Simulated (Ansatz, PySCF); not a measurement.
Pulling on the C2–H3 bond in C2H6Si (SMILES C[Si]C) (multiplicity 1 held, fragments rigid). Energies count from the point at 1.100 Å.
Geometry at that point (charge 0, multiplicity 1):
```xyz
9

Si     0.215    -0.100     0.716
C      0.532     1.334    -0.497
H     -0.401     1.915    -0.533
H      0.731     1.004    -1.521
H      1.323     2.011    -0.173
C     -0.815    -1.202    -0.447
H     -0.097    -1.683    -1.128
H     -1.511    -0.640    -1.079
H     -1.354    -1.997     0.069
```

Restricted levels (R-, RO-) in cc, def2 and unpolarised 6-31G sets keep to the state of the molecule at rest. Unrestricted levels (U-) break spin symmetry where that is lower. Left out are points that failed, MP2 points that dive below the minimum, coupled-cluster points behind a jump of the amplitudes or a sharp parting from full CI or MRCI, small-basis points behind a change of solution, and semi-empirical points at long bonds. Levels need not reach the same state.

Rows in 3-21G, 6-31G* carry no dispersion term and start afresh at each structure (6-31G* with six Cartesian d functions).

Programs: Ansatz (a quantum-chemistry and plane-wave program); PySCF for 3-21G rows, 6-31G* rows. Values without a source in brackets are computed.

Energies in kcal/mol.

```tsv
R (Å)	R-HF/3-21G	R-HF/6-31G*	R-HF/cc-pV(T+d)Z	R-PBE/cc-pV(T+d)Z	R-BP86/6-31G*	U-wB97X-V/cc-pV(T+d)Z
0.880	28.4	28.3	26.9	28.7	30.6	28.1
0.990	5.3	5.3	4.9	6.0	6.6	5.6
1.100	0.0	0.0	0.0	0.0	0.0	0.0
1.210	4.2	4.3	4.3	3.0	2.6	3.6
1.320	13.2	13.5	13.4	10.6	10.0	12.0
1.485	30.6	31.2	31.0	25.7	24.8	28.5
1.650	49.6	50.0	49.7	41.6	40.5	46.2
1.925	80.3	79.4	78.6	65.3	64.1	73.7
2.201	107.3	104.9	103.1	83.9	82.9	92.6
2.531	134.3	130.1	126.7	99.8	99.1	101.5
2.971	162.2	156.0	150.2	113.2	112.9	105.3
3.521	186.9	179.3	170.7	122.4	left out	106.4
```

Doubts at one or more of the structures used: a restricted determinant that unrestricted orbitals would lower (R-HF/3-21G, R-HF/6-31G*, R-HF/cc-pV(T+d)Z, R-PBE/cc-pV(T+d)Z, R-BP86/6-31G*); a spin-contaminated determinant (U-wB97X-V/cc-pV(T+d)Z).
